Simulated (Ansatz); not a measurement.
```yaml
crystal:
  periodic: [false, false, false]
  atoms:
    - {symbol: F, position_ang: [-3.051986, -1.850973, 1.025988]}
    - {symbol: Hf, position_ang: [-2.518264, -0.857016, -0.506409]}
    - {symbol: F, position_ang: [-2.441252, -1.919423, -2.082235]}
    - {symbol: F, position_ang: [-3.588661, 0.689163, -0.791856]}
    - {symbol: C, position_ang: [-0.475869, -0.163475, -0.091247]}
    - {symbol: C, position_ang: [0.224873, 0.616926, -1.020117]}
    - {symbol: C, position_ang: [1.514392, 1.057966, -0.766465]}
    - {symbol: C, position_ang: [2.134301, 0.725551, 0.429748]}
    - {symbol: C, position_ang: [1.464333, -0.045705, 1.367883]}
    - {symbol: C, position_ang: [0.174129, -0.484082, 1.108250]}
    - {symbol: H, position_ang: [-0.235197, 0.893453, -1.966214]}
    - {symbol: H, position_ang: [2.037316, 1.660960, -1.500362]}
    - {symbol: H, position_ang: [3.142815, 1.069078, 0.630865]}
    - {symbol: H, position_ang: [1.948386, -0.305513, 2.302743]}
    - {symbol: H, position_ang: [-0.329326, -1.086921, 1.859447]}
basis:
  gaussian: {orbitals: def2-SVPD}
hamiltonian: {xc: {name: r2SCAN0}, dispersion: d3bjatm}
output: {forces: true}
```

```sh
$ ansatz run in.yaml --threads 4 --pin off --events-out ev --progress --plain --max-ram 66560MiB --backend cpu
```

Output, abridged:

```
Functional definition: r2SCAN0
2235 factors; their error is unknown
mean field evaluation 1: about -15735.5209 eV, gradient 7.8e1 eV
mean field evaluation 2: about -15710.0098 eV, gradient 1.4e2 eV
mean field evaluation 4: about -15747.8458 eV, gradient 5.5e0 eV
mean field evaluation 8: about -15747.9205 eV, gradient 2.2e-1 eV
mean field evaluation 16: about -15748.0010 eV, gradient 2.1e-3 eV
mean field -15748.00098404 eV, -578.7283617852 hartree, gradient 1.1e-5 eV, S^2 0.000000; 0 other end points of the search recorded, 0 dependent functions left out
reference -15748.00100168 eV, -578.7283624333 hartree; 40, 40 occupied and 224, 224 virtual orbitals, 2235 factors
Total energy: -15748.15032815 eV, -578.7338500799 hartree
Atom 0 at    -3.051986    -1.850973     1.025988 Å, force    -0.067253    -0.149302     0.241460 eV/Å
Atom 1 at    -2.518264    -0.857016    -0.506409 Å, force     0.197783     0.055134     0.065662 eV/Å
Atom 2 at    -2.441252    -1.919423    -2.082235 Å, force     0.019896    -0.167303    -0.262405 eV/Å
Atom 3 at    -3.588661     0.689163    -0.791856 Å, force    -0.167204     0.257849    -0.051957 eV/Å
Atom 4 at    -0.475869    -0.163475    -0.091247 Å, force    -0.146274    -0.053638    -0.020842 eV/Å
Atom 5 at     0.224873     0.616926    -1.020117 Å, force    -0.055261     0.019213    -0.087117 eV/Å
Atom 6 at     1.514392     1.057966    -0.766465 Å, force     0.036532     0.046274    -0.058707 eV/Å
Atom 7 at     2.134301     0.725551     0.429748 Å, force     0.070535     0.023464     0.014826 eV/Å
Atom 8 at     1.464333    -0.045705     1.367883 Å, force     0.039370    -0.021164     0.076113 eV/Å
Atom 9 at     0.174129    -0.484082     1.108250 Å, force    -0.051040    -0.052941     0.059279 eV/Å
Atom 10 at    -0.235197     0.893453    -1.966214 Å, force    -0.044923     0.036951    -0.112247 eV/Å
Atom 11 at     2.037316     1.660960    -1.500362 Å, force     0.056396     0.067744    -0.084553 eV/Å
Atom 12 at     3.142815     1.069078     0.630865 Å, force     0.116933     0.040008     0.023164 eV/Å
Atom 13 at     1.948386    -0.305513     2.302743 Å, force     0.050116    -0.031029     0.104955 eV/Å
Atom 14 at    -0.329326    -1.086921     1.859447 Å, force    -0.055607    -0.071260     0.092367 eV/Å
Dipole moment:     0.415906     0.135266     0.097194 e Å
```

Run time 12 s (4 threads of an AMD EPYC 7R13 on a shared host); peak host memory 1.2 GiB.
